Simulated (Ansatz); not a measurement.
Reaction (isomerisation): `O[Si@@H]1O[C@@H]1Cl` → `ClC1O[SiH2]O1`

Isolated molecules relaxed with PBE0-D4/def2-TZVP in Ansatz; ΔE leaves out vibrations. CBS: MP2 limit from def2 TZ/QZ plus the TZ coupled-cluster correction, frozen cores. Functionals use def2-TZVPP. One conformer a species, not always the lowest.

```json
{"level": "BLYP-D4", "ΔE (eV)": "-0.07"}
{"level": "CCSD/def2-SVP", "ΔE (eV)": "-0.41"}
```

Q: What does CCSD(T)/CBS give? (Best estimate.)

A: Computed: -0.14 eV. The listed levels differ from it by 0.07, -0.27 eV.

Q: What do rigid-rotor, harmonic-oscillator terms from PBE0-D4/def2-TZVP frequencies (298.15 K, 1 bar) make of the CCSD(T)/CBS value? (An estimate is asked.)

A: Ansatz gave: ΔZPE = -0.01 eV, ΔH = -0.18 eV, ΔS = -13 J/(mol·K), ΔG = -0.14 eV.

Largest T1 diagnostic among the species: 0.013.

From BLYP to BHLYP (50 % exact exchange), in def2-TZVPP and without D4, ΔE moves by −0.21 eV. At CCSD(T), def2-SVP lies −0.26 eV from the extrapolated value and def2-TZVPP −0.07 eV.
